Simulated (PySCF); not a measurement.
Dipole moment and polarisability of ReO3F

Compound: ReO3F (singlet state).
Structure used (PBE0-D3(BJ)/def2-SVP), in Å, numbered top down from 1:
```
atom  x, y, z in Å
Re1    0.0042    0.0100    0.0047
O2    -0.0028   -0.0225    1.6934
O3     1.6020    0.1826   -0.5142
O4    -0.8648    1.3671   -0.5010
F5    -0.7386   -1.5373   -0.6828
```

Level: wB97X-D/def2-SVPD (PySCF), static field, nuclei fixed, core orbitals frozen in the response. The polarisability tensor in these axes (au):

```
x   45.75 -2.56 -1.14
y   -2.56 41.72 -2.34
z   -1.14 -2.34 45.96
```

Problem. Give the principal values, the mean and the anisotropy Δα = √{½[(α1 − α2)² + (α2 − α3)² + (α1 − α3)²]}.

Solution. Principal values 39.44, 46.99 and 47.00 au; mean 44.48 au = 6.59 Å³ = 7.33 × 10⁻⁴⁰ C²·m²/J; Δα = 7.55 au (17 % of the mean).

Problem. What is the dipole moment, and where does it point?

Solution. (-0.45, -0.92, -0.41) D, 1.10 D in size, pointing from the negative to the positive side. Measured along this direction, the outermost atoms are O3, O4 and O2 at the negative end and F5 at the positive end.

Problem. What would n − 1 = 2πNα be for an ideal gas of these molecules at 400 K and 1 atm, electronic part alone?

Solution. N = p/kT = 1.8347 × 10¹⁹ cm⁻³, so n − 1 = 2π × N × 6.59 × 10⁻²⁴ cm³ = 760 × 10⁻⁶ at long wavelengths, for an ideal gas.

Problem. Find the Langevin capture rate constant for H3+ (3.023 u) meeting this molecule (253.939 u), k = 2.342 × 10⁻⁹ cm³/s × √(α in Å³ / reduced mass in u).

Solution. The reduced mass is 2.99 u, so k = 3.48 × 10⁻⁹ cm³/s. The formula leaves out the permanent dipole, which adds to the capture rate.

Problem. Estimate the molar refractivity from the static electronic polarisability.

Solution. Lorentz–Lorenz: R = (4π/3)N_A α = 2.5225 cm³/(mol·Å³) × 6.59 Å³ = 16.6 cm³/mol, in the limit of long wavelengths.

Problem. Rayleigh depolarisation ratio (linearly polarised light, static tensor)?

Solution. ρ = 3Δα²/(45ᾱ² + 4Δα²) = 171.2/(89014 + 228.2) = 0.00192.

Problem. In a dilute gas of rigid molecules at 298 K, how does the orientational term μ²/3kT compare with the electronic polarisability?

Solution. In Gaussian units μ²/3kT = 9.86 Å³ against 6.59 Å³, a ratio of 1.50; the Debye molar polarisation (4π/3)N_A(α + μ²/3kT) is 41.5 cm³/mol, leaving out the vibrational part.

Isolated species at its PBE0-D3(BJ)/def2-SVP geometry, gas phase. Atoms past krypton carry effective core potentials; spin–orbit coupling is left out.

These values come from a run that also computed excited states. Time: 16 s wall. Hardware: Arm Neoverse V1, one thread, shared host.
